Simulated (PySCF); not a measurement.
Q: What does the GFN2-xTB structure of `N#C/C(F)=C1/CC/C1=C\Cl` look like in three dimensions?

A: 
```xyz
15
C7H5ClFN angstrom
N      3.1879    1.6309   -0.4664
C      2.5211    0.7029   -0.5672
C      1.6844   -0.4263   -0.6811
F      2.2490   -1.5255   -1.2327
C      0.4040   -0.4530   -0.2817
C     -0.6634   -1.5127   -0.3003
C     -1.6211   -0.4887    0.3489
C     -0.4907    0.5101    0.3272
C     -0.3583    1.7771    0.7121
Cl    -1.6539    2.6422    1.4190
H     -0.9434   -1.8432   -1.2991
H     -0.4347   -2.3870    0.3066
H     -1.9682   -0.7476    1.3468
H     -2.4764   -0.2068   -0.2613
H      0.5594    2.3356    0.6074
```

Any rigid rotation of these coordinates is as good. Atoms count from 1 in this order. The 4-membered ring C5–C6–C7–C8 has internal angles of 88.2° to 92.0° (sum 360°, against 360° for a flat polygon); it is planar, 0.00 Å rms from its mean plane, widest ring torsion 0°. The C–C distances run from 1.331 Å (C8=C9, drawn double) to 1.545 Å (C6–C7, drawn single), a spread of 0.214 Å. The 10 heavy atoms lie in one plane (0.001 Å rms). Of the pairs four or more bonds apart, C2···H15 is among the closest relative to their van der Waals radii: 2.81 Å, 97 % of the sum of Bondi's values.

Bonds between heavy atoms (Å): N1≡C2 1.147, C2–C3 1.410, C3–F4 1.353, C3=C5 1.342, C5–C6 1.504, C6–C7 1.545, C7–C8 1.509, C8=C9 1.331, C9–Cl10 1.711, C5–C8 1.449.

Computed geometry: GFN2-xTB, gas phase.

Point group: Cs (every atom within 0.08 Å of its image). No frequency check.
